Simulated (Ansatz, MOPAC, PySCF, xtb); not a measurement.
Donor–acceptor adduct: AlH3 (SMILES [AlH3]) (first 4 atoms) with C2H6O (SMILES COC); geometry from B3LYP-D3(BJ)/def2-TZVP, rigid monomers moved along the line of their centres of mass till Al1···O6 is 3.57 Å.
(charge 0, multiplicity 1):
```xyz
13

Al     0.07527    -0.21232     0.65209
H     -1.44493    -0.37966     0.19925
H      0.73711     1.20981     0.36305
H      1.01513    -1.50009     0.62713
C      0.21876    -0.87371     5.14891
O     -0.35847     0.01882     4.18891
C     -1.15986     1.06123     4.75699
H     -0.57475    -1.36559     5.71482
H      0.86959    -0.31433     5.82373
H      0.79367    -1.60572     4.59050
H     -1.99303     0.62368     5.30967
H     -1.53609     1.66293     3.93454
H     -0.54698     1.67623     5.41821
```

Counterpoise-corrected where a basis set is named; no monomer relaxation. Rows marked so take none.

Cores are frozen in the correlated methods. Rows in 6-311+G**, 6-31G* carry no dispersion term and start afresh at each structure (6-31G* with six Cartesian d functions). The state reached by AM1 isn't checked.

Run with Ansatz (Gaussian orbitals); MOPAC for AM1 (differences of heats of formation); PySCF for 6-311+G** rows, 6-31G* rows, the dispersion terms; xtb for the GFN methods. Values without a source in brackets are computed.

```csv
level,interaction energy (kcal/mol)
AM1,-1.01
GFN2-xTB,-6.46
BP86/6-31G* (no counterpoise),-5.40
r2SCAN-D4/def2-TZVPPD,-5.26
B3LYP/6-31G*,-4.45
B3LYP/6-311+G** (no counterpoise),…
wB97X-V/def2-TZVPPD,-5.42
SCS-MP2/aug-cc-pV(D+d)Z,-5.11
CCSD(T)/aug-cc-pV(D+d)Z,-5.16
```

Problem. Some entries are withheld; supply them.

Solution. 
- B3LYP/6-311+G** (no counterpoise), interaction energy (kcal/mol): -4.88

Ansatz is an electronic-structure program.
